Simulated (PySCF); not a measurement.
Computed IR spectrum (relative IR intensity) of a molecule C2H6BF2N. Geometry: PBE-D3(BJ)/def2-SVP. The values are those of a single conformer. Level of theory: PBE-D3(BJ)/def2-SVP (PySCF). Harmonic, unscaled wavenumbers; measured fundamentals usually lie a few per cent lower.

ν (cm⁻¹): 105 (vw), 241 (vw), 454 (vw), 658 (m), 854 (w), 1026 (m), 1060 (w), 1186 (m), 1294 (w), 1368 (m), 1399 (w), 1409 (m), 1420 (vw), 1427 (w), 1553 (vs), 2940 (w), 2947 (m), 2984 (w), 3011 (w), 3079 (vw), 3514 (w) (against the strongest line: vs over 80 %, s over 45 %, m over 15 %, w over 4 %, vw less)

**Question.** Which structure fits?
A. NB(CF)CF
B. CCNB(F)F
C. CB(N)C(F)F
D. CNB(F)CF

**Answer.** D, CNB(F)CF
